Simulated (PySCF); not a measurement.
# Ionisation energy of Pt²⁺ by level of theory

Pt²⁺ [Xe] 4f14 5d8 (3F) → Pt³⁺ [Xe] 4f14 5d7 (4F), as a difference of total energies. All numbers are calculated (PySCF 2.14, scalar relativity through the core potential, in def2-QZVPPD with the def2 core potential (60 electrons) (7s5p4d4f2g, 88 functions)). Correlated levels: valence: 5s2 5p6 frozen; valence and next inner shell: nothing frozen outside the core potential. The calculations carry no spin-orbit coupling.

```json
{"method": "UHF", "ionisation energy (eV)": "29.173"}
{"method": "LDA", "ionisation energy (eV)": "31.484"}
{"method": "PBE0", "ionisation energy (eV)": "30.978"}
{"method": "r2SCAN", "ionisation energy (eV)": "30.919"}
{"method": "PBEsol", "ionisation energy (eV)": "31.158"}
{"method": "TPSSh", "ionisation energy (eV)": "30.797"}
{"method": "B3LYP", "ionisation energy (eV)": "31.160"}
{"method": "MP2 (valence)", "ionisation energy (eV)": "30.749"}
{"method": "SCS-MP2 (valence)", "ionisation energy (eV)": "30.782"}
{"method": "MP2 (valence and next inner shell)", "ionisation energy (eV)": "30.747"}
{"method": "SCS-MP2 (valence and next inner shell)", "ionisation energy (eV)": "30.656"}
```

Q: Estimate what PW91 gives.

A: 31.238 eV, closest to B3LYP among the rows shown.

Q: Estimate what PBE gives.

A: 31.160 eV, closest to B3LYP among the rows shown.

The reference lies between the lowest fine-structure levels, while these numbers refer to the centres of the terms.

Errors of the correlated levels include the incompleteness of this basis and the frozen core.

For comparison: 29 ± 1.6 eV (theoretical estimate listed by NIST; NIST Atomic Spectra Database, ionization energies).
